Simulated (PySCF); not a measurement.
C₂H₉FOSi₂, SMILES O[C@H]([SiH3])C[SiH2]F. The structure is a stationary point at PBE-D3(BJ)/def2-SVP. The structure was generated by enumeration; whether it is a known compound was not checked. One conformer was computed; it need not be the lowest.

Problem. Give the equilibrium geometry at PBE-D3(BJ)/def2-SVP (PySCF confirms it by a frequency run) as Cartesian coordinates in Å. (An estimate is asked for; the answer gives what the named calculation found.)

Solution. One answer among several that fit: 
```xyz
15

O     -1.3497     0.1648    -2.1637
C     -0.5778    -0.3103    -1.0530
Si    -1.7161    -1.3643     0.0838
C      0.1728     0.8204    -0.3344
Si     1.4099     0.2895     0.9925
F      2.4792     1.5204     1.2011
H     -1.9879     0.8124    -1.8075
H      0.1694    -1.0023    -1.5014
H     -0.9651    -1.9289     1.2658
H     -2.8069    -0.4582     0.5966
H     -2.3326    -2.4867    -0.6992
H     -0.5473     1.5306     0.1324
H      0.7442     1.4067    -1.0894
H      0.7534     0.0349     2.3175
H      2.1752    -0.9231     0.5416
```
